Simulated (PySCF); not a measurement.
PySCF run on Br2

Input:

```python
from pyscf import gto, dft

mol = gto.M(
    atom='Br 0 0 0; Br 0 0 2.007',
    basis='3-21g',
    charge=0,
    spin=0,
    symmetry=True,
    verbose=4,
)
mf = dft.UKS(mol, xc='bp86')
mf.kernel()
mf.analyze()
print('orbital energies (hartree):', [e[max(0, n-3):n+3].round(4) for e, n in zip(mf.mo_energy, mol.nelec)])
```

```bash
$ OMP_NUM_THREADS=1 python input.py
```

It prints (some set-up lines and the per-cycle HOMO/LUMO lines with their warnings removed):

```
PySCF version 2.14.0

[INPUT] Symbol           X                Y                Z      unit          X                Y                Z       unit  Magmom
[INPUT]  1 Br     0.000000000000   0.000000000000   0.000000000000 AA    0.000000000000   0.000000000000   0.000000000000 Bohr   0.0
[INPUT]  2 Br     0.000000000000   0.000000000000   2.007000000000 AA    0.000000000000   0.000000000000   3.792680332002 Bohr   0.0

nuclear repulsion = 322.99057467713
point group symmetry = Dooh
symmetry origin: [0.         0.         1.89634017]
symmetry axis x: [1. 0. 0.]
symmetry axis y: [0. 1. 0.]
symmetry axis z: [0. 0. 1.]
num. orbitals of irrep A1g = 10
num. orbitals of irrep E1gx = 5
num. orbitals of irrep E1gy = 5
num. orbitals of irrep A1u = 10
num. orbitals of irrep E1uy = 5
num. orbitals of irrep E1ux = 5
num. orbitals of irrep E2gx = 1
num. orbitals of irrep E2gy = 1
num. orbitals of irrep E2uy = 1
num. orbitals of irrep E2ux = 1
number of shells = 20
number of NR pGTOs = 108
number of NR cGTOs = 44
basis = 3-21g
ecp = {}

******** <class 'pyscf.dft.uks_symm.SymAdaptedUKS'> ********
method = SymAdaptedUKS
initial guess = minao
damping factor = 0
level_shift factor = 0
DIIS = <class 'pyscf.scf.diis.CDIIS'>
SCF conv_tol = 1e-09
SCF max_cycles = 50
number electrons alpha = 35  beta = 35
XC functionals = bp86

grids dens level: 3
Freeze 0 electrons in irreps []
    70 free electrons in irreps A1g E1gx E1gy A1u E1uy E1ux E2gx E2gy E2uy E2ux
tot grids = 40848
init E= -5119.19164902686
cycle= 1 E= -5123.95125609803  delta_E= -4.76  |g|= 0.114  |ddm|= 1.34
cycle= 2 E= -5123.95778590339  delta_E= -0.00653  |g|= 0.0504  |ddm|= 0.306
cycle= 3 E= -5123.95925241598  delta_E= -0.00147  |g|= 0.00716  |ddm|= 0.109
cycle= 4 E= -5123.95928758632  delta_E= -3.52e-05  |g|= 0.000565  |ddm|= 0.014
cycle= 5 E= -5123.95928790096  delta_E= -3.15e-07  |g|= 5.56e-06  |ddm|= 0.00137
cycle= 6 E= -5123.95928790097  delta_E= -1.18e-11  |g|= 4.2e-07  |ddm|= 1.35e-05
Extra cycle  E= -5123.95928790098  delta_E= -1.18e-11  |g|= 1.24e-07  |ddm|= 1.29e-06
converged SCF energy = -5123.95928790098  <S^2> = 0  2S+1 = 1
**** SCF Summaries ****
Total Energy =                       -5123.959287900982417
Nuclear Repulsion Energy =             322.990574677130041
One-electron Energy =                -7784.798934842925519
Two-electron Energy =                 2337.849072264813458
Two-electron Coulomb Energy =         2521.313729424118264
DFT Exchange-Correlation Energy =     -183.464657159304863
**** MO energy ****
[28 lines left out]
alpha MO #29 (A1g #7), energy= -0.884550211328105 occ= 1
alpha MO #30 (A1u #7), energy= -0.642194331267662 occ= 1
alpha MO #31 (A1g #8), energy= -0.405382609495604 occ= 1
alpha MO #32 (E1uy #4), energy= -0.3557321159831 occ= 1
alpha MO #33 (E1ux #4), energy= -0.3557321159831 occ= 1
alpha MO #34 (E1gx #4), energy= -0.223045686340677 occ= 1
alpha MO #35 (E1gy #4), energy= -0.223045686340677 occ= 1
alpha MO #36 (A1u #8), energy= -0.0848880825129633 occ= 0
alpha MO #37 (A1g #9), energy= 0.501773073022979 occ= 0
alpha MO #38 (E1uy #5), energy= 0.537215366250622 occ= 0
[6 lines left out]
[28 lines left out]
beta  MO #29 (A1g #7), energy= -0.884550233401375 occ= 1
beta  MO #30 (A1u #7), energy= -0.642194354691008 occ= 1
beta  MO #31 (A1g #8), energy= -0.405382615892511 occ= 1
beta  MO #32 (E1uy #4), energy= -0.355732119033095 occ= 1
beta  MO #33 (E1ux #4), energy= -0.355732119033095 occ= 1
beta  MO #34 (E1gx #4), energy= -0.223045694547868 occ= 1
beta  MO #35 (E1gy #4), energy= -0.223045694547868 occ= 1
beta  MO #36 (A1u #8), energy= -0.0848880868144929 occ= 0
beta  MO #37 (A1g #9), energy= 0.501773086831744 occ= 0
beta  MO #38 (E1uy #5), energy= 0.537215371148695 occ= 0
[6 lines left out]
 ** Mulliken pop alpha/beta on meta-lowdin orthogonal AOs **
 ** Mulliken pop       alpha | beta **
pop of  0 Br 1s        1.00000 | 1.00000
pop of  0 Br 2s        0.99993 | 0.99993
pop of  0 Br 3s        0.99971 | 0.99971
pop of  0 Br 4s        0.96988 | 0.96988
pop of  0 Br 5s        0.00264 | 0.00264
pop of  0 Br 2px       0.99999 | 0.99999
pop of  0 Br 2py       0.99999 | 0.99999
pop of  0 Br 2pz       0.99998 | 0.99998
pop of  0 Br 3px       0.99979 | 0.99979
pop of  0 Br 3py       0.99979 | 0.99979
pop of  0 Br 3pz       0.99958 | 0.99958
pop of  0 Br 4px       0.99984 | 0.99984
[32 lines left out]
In total            35.00000 | 35.00000
 ** Mulliken atomic charges   ( Nelec_alpha | Nelec_beta ) **
charge of  0Br =      0.00000  (    17.50000     17.50000 )
charge of  1Br =     -0.00000  (    17.50000     17.50000 )
Dipole moment(X, Y, Z, Debye):  0.00000,  0.00000, -0.00000
orbital energies (hartree): [array([-0.3557, -0.223 , -0.223 , -0.0849,  0.5018,  0.5372]), array([-0.3557, -0.223 , -0.223 , -0.0849,  0.5018,  0.5372])]
```

In short: E(SCF) = -5123.959288 Eh, 6 cycles, μz(SCF) = 0.00 D.

It ran on Arm Neoverse V1 (1 thread, shared host) in 2.6 s, peak memory 0.2 GiB.

The basis is very small, so the numbers show the basis as much as the system. The bond length is a typed value, not an optimised one. No search for the lowest solution was made.
